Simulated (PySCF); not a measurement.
(3E)-2-fluoropenta-1,3-diene (C₅H₇F), SMILES C=C(F)/C=C/C. Atoms are numbered in the order given.

```xyz
13

C     -0.8344    -2.2302     0.0000
C     -0.0731    -1.1242     0.0000
F      1.2691    -1.2539     0.0000
C     -0.5375     0.2501     0.0000
C      0.2807     1.3211     0.0000
C     -0.1727     2.7402     0.0000
H     -1.9212    -2.1400     0.0000
H     -0.3767    -3.2208     0.0000
H     -1.6259     0.3814     0.0000
H      1.3626     1.1394     0.0000
H      0.2156     3.2799    -0.8815
H     -1.2699     2.8235     0.0000
H      0.2156     3.2799     0.8815
```
Charge 0, spin multiplicity 1.

Geometry optimised at r2SCAN-D4/def2-SVP. One conformer was computed; it need not be the lowest.

Level of theory: PBE0/pcSseg-1 run with PySCF.

GIAO shieldings, no solvent; atoms listed in one row are averaged. δ = σ(ref) − σ: ¹³C against TMS (σ = 186.3 ppm); ¹⁹F against CFCl3 (σ = 167.2 ppm); ¹H against TMS (σ = 31.56 ppm), references at their B3LYP-D3(BJ)/def2-TZVP geometries, non-relativistic.

Task: Estimate the chemical shifts. (An estimate is asked for; the answer gives what the named calculation found.)

Result: 
| nucleus | atoms | count | δ (ppm) |
|---|---|---|---|
| ¹³C | C2 | 1 | 174.0 |
| ¹³C | C5 | 1 | 140.9 |
| ¹³C | C4 | 1 | 132.7 |
| ¹³C | C1 | 1 | 99.4 |
| ¹³C | C6 | 1 | 23.3 |
| ¹⁹F | F3 | 1 | -118.5 |
| ¹H | H10 | 1 | 6.60 |
| ¹H | H9 | 1 | 6.17 |
| ¹H | H8 | 1 | 5.14 |
| ¹H | H7 | 1 | 4.76 |
| ¹H | H11, H12, H13 | 3 | 2.24 |
